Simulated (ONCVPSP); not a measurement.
**carbon: excitation energies, all-electron against ONCV**

| Quantity | Value |
| --- | --- |
| Element | C |
| Generator | ONCVPSP 4.0.1 |
| Type | optimised norm-conserving Vanderbilt (ONCV) |
| Functional | LDA (Perdew-Wang 92) |
| Relativity | scalar-relativistic |
| Frozen core | [He] |
| Valence charge | 4 |
| Reference configuration | 2s2 2p2 |
| Partial waves | 2s: rc 0.85 bohr, ncon 4, nbas 8, qcut 7.5 1/bohr, 3 projectors, debl 2.2 Ha; 2p: rc 2.35 bohr, ncon 4, nbas 7, qcut 6.8 1/bohr, 2 projectors, debl 3.2 Ha; d scattering state at 0.13 Ha: rc 2.15 bohr, ncon 4, nbas 9, qcut 4.8 1/bohr, 2 projectors, debl 2.3 Ha |
| Local potential | polynomial inside 0.70 bohr (lpopt 5, dvloc0 3 Ha) |
| Core correction | none |

Energies are relative to the spin-unpolarised reference configuration 2s2 2p2; without spin polarisation the order of configurations can differ from experiment.

| valence configuration | charge | ΔE all-electron (eV) | error AE − PS (meV) |
| --- | --- | --- | --- |
| 2s2 2p0 | +2 | 35.243 | +419 |
| 2s1 2p0 | +3 | 83.209 | +922 |

What are ΔE and the potential's error for 2s2 2p1.5?

ΔE = 4.027 eV all-electron; the error (AE − PS) is +7.5 meV.

What are ΔE and the potential's error for 2s2 2p1?

ΔE = 10.985 eV all-electron; the error (AE − PS) is +49 meV.

Levels in the configuration 2s2 2p1.5:

```csv
level,all-electron (eV),pseudo (eV)
2s,-19.244,-19.235
2p,-10.844,-10.805
```

Note: ghosts flagged at negative energy: s at -276.3 eV; GHOST(+) flagged for d at 56.5 eV. A true bound ghost makes a file unfit for plane-wave use.
